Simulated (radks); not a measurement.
Ionisation of the fluorine ion F+, [He] 2s2 2p4, to [He] 2s2 2p3 as the strength of local exchange is varied. All-electron calculation, non-relativistic Kohn-Sham, Slater X-alpha exchange (alpha = 2/3 is LDA exchange), no correlation, spin-unpolarised, spherical densities, point nucleus. Program: a radial shooting solver on a logarithmic mesh with Libxc functionals.

| alpha | E(F+) (hartree) | exchange (hartree) | IE (eV) | -e of the level emptied (eV) | <r> of it (bohr) |
|---|---|---|---|---|---|
| 0.612 | -97.09802 | -7.76127 | 35.619 | 25.737 (2p) | 1.001 |
| 0.667 | -97.79753 | -8.50743 | 36.863 | 26.869 (2p) | 0.9894 |
| 0.88 | -100.54434 | -11.47230 | 41.880 | 31.466 (2p) | 0.9465 |
| 0.884 | -100.59649 | -11.52912 | 41.978 | 31.556 (2p) | 0.9457 |
| 0.982 | -101.88095 | -12.93433 | 44.395 | 33.788 (2p) | 0.9276 |
| 0.997 | -102.07867 | -13.15163 | 44.770 | 34.137 (2p) | 0.9249 |
| 1.013 | -102.28990 | -13.38408 | 45.173 | 34.510 (2p) | 0.9220 |
| 1.026 | -102.46177 | -13.57343 | 45.501 | 34.814 (2p) | 0.9197 |

NIST Atomic Spectra Database: 34.971 eV (measured). The central value is not met in this range of alpha. Spin polarisation and multiplet splitting are left out, so open shells lie too high by an amount that depends on their filling.

Beside tabulated values, note that spin-unpolarised runs miss the spin-polarisation part of the exchange energy of open shells.
